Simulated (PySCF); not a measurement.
iodine monochloride (ClI), SMILES ICl.

Geometry optimised at B3LYP-D3(BJ)/def2-TZVP. The def2 effective core potentials stand for the cores of I; spin–orbit coupling is left out.

Two levels are set side by side: PBE/def2-TZVPD (PySCF) and CAM-B3LYP/def2-TZVPD (PySCF). Same geometry, gas phase. Differences are taken from unrounded values.

```
quantity                       PBE
---------------------------  -----
orbital gap (eV)              2.13
highest occupied level (eV)  -6.68
lowest empty level (eV)      -4.55
dipole moment (D)             1.12
mean polarisability (bohr³)   51.1
```

### Question
These are the PBE values. What does CAM-B3LYP give? (The exact figures need the calculation; the answer reports its results.)

### Answer

| quantity | CAM-B3LYP | PBE minus CAM-B3LYP |
|---|---|---|
| orbital gap (eV) | 6.58 | -4.45 |
| highest occupied level (eV) | -9.18 | 2.50 |
| lowest empty level (eV) | -2.60 | -1.95 |
| dipole moment (D) | 1.28 | -0.16 |
| mean polarisability (bohr³) | 49.7 | 1.4 |

PBE's occupied levels lie high since its potential decays too fast outside the molecule; exact exchange lowers them and widens the gap. Differences between two approximate levels are no errors against the true value.

Rough cost on one machine, each run with all the roots and properties that it gave: CAM-B3LYP against PBE within a factor of 2.
